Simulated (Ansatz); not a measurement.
Reaction (hydrogenolysis of the Si–F bond): `F[SiH2][TeH]` + H₂ → `[SiH3][TeH]` + H–F

Computed with Ansatz on PBE0-D4/def2-TZVP structures; ΔE is electronic, products minus reactants. CBS: MP2 limit from def2 TZ/QZ plus the TZ coupled-cluster correction, frozen cores. This one scheme is used for every species. Functionals use def2-TZVPP. B3LYP here is the variant with VWN-RPA as its local correlation; programs differ in this. Elements past krypton have def2 core potentials. For Te outer-core shells are correlated without core-valence functions, which leaves a few kJ/mol of doubt a bond.

```csv
level,ΔE (kcal/mol),difference from CCSD(T)/CBS
B97M-V,27.7,1.7
PBE0-D4,24.4,-1.6
B3LYP-D4,27.0,1.0
PBE-QIDH,25.1,-0.9
B3LYP,26.6,0.6
BHLYP,26.6,0.6
HF/def2-SVP,21.1,-4.9
MP2/def2-TZVPP,26.7,0.7
CCSD/def2-TZVPP,25.1,-0.9
SCS-MP2/def2-QZVPP,27.2,1.2
CCSD(T)/CBS,26.0,0
```

Largest T1 diagnostic among the species: 0.011.

From PBE to PBE0 (25 % exact exchange), in def2-TZVPP and without D4, ΔE moves by −0.7 kcal/mol. At CCSD(T), def2-SVP lies −4.1 kcal/mol from the extrapolated value and def2-TZVPP −0.6 kcal/mol.
